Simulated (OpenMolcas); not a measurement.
**Kr⁶⁺: effect of the IPEA shift**

```yaml
Program: OpenMolcas
Basis: ANO-RCC-VTZP [6s5p3d1f]
Scalar_Hamiltonian: DKH2, point nucleus
Active_space: 2 electrons in 4 orbitals (4s 4p)
State_averaging: 2S+1 = 3 even, 3 roots; 2S+1 = 1 even, 7 roots (6 in the spin-orbit step); 2S+1 = 3 odd, 3 roots; 2S+1 = 1 odd, 3 roots
Spin-orbit_coupling: state interaction with AMFI integrals over the reference wave functions, term energies averaged over their components
```

Methods on the same reference wave functions:
A. CASSCF
B. SS-CASPT2, IPEA 0 Eh, imaginary shift 0.1 Eh (closed shells correlated: 3d)
C. SS-CASPT2, IPEA 0.25 Eh, imaginary shift 0.1 Eh (closed shells correlated: 3d)

Energies in cm⁻¹ above 4s² ¹S₀, the measured ground level; measured values from Saloman, J. Phys. Chem. Ref. Data 36, 215 (2007).

```
     Level       A       B       C  Measured
   4s² ¹S₀     0.0     0.0     0.0       0.0
4s 4p ³P°₀  114785  114996  115067    117390
4s 4p ³P°₁  117366  117541  117614    120095
4s 4p ³P°₂  123188  123399  123470    126553
4s 4p ¹P°₁  182488  173500  173972    170835
```

Deviations, from unrounded energies. A percentage is the sum of absolute deviations over the sum of measured energies, with the sign that they share, or ± where signs differ.

```csv
Against measurement,Levels,A,B,C
mean absolute deviation (cm-1),4,5100,2700,2800
other configurations (%),4,±3.8,±2.0,±2.1
```

B, C lie about equally close to measurement and A furthest from it. The largest miss of B in the table is 4s 4p ³P°₂, by -3200 cm-1. The ranking rests on the paired levels alone, and a cruder setting can come out closer through cancelling errors.

Between B and C the level of the table that moves most is 4s 4p ¹P°₁, by 470 cm-1 (lowest in B, highest in C).

The lowest spin-free term lies below A's lowest term by 0.045 hartree in B, 0.045 hartree in C.

Over all roots computed the reference weight is 0.92 to 1.00 in B, 0.94 to 1.00 in C; the roots of lowest weight are the least certain, and an intruder state may touch them. Some high roots are left out of the spin-orbit mixing, which shifts the levels that they would mix with. Measured partners are found by configuration, term and J. A level has none where our copy of the source lacks it or the pairing is in doubt (some pairs that miss far off the trend of their configuration count as doubtful), and it then counts in no deviation. Only configurations of the active space appear. Levels that lie high or do not pair safely by name in every column are left out.

° marks odd parity.
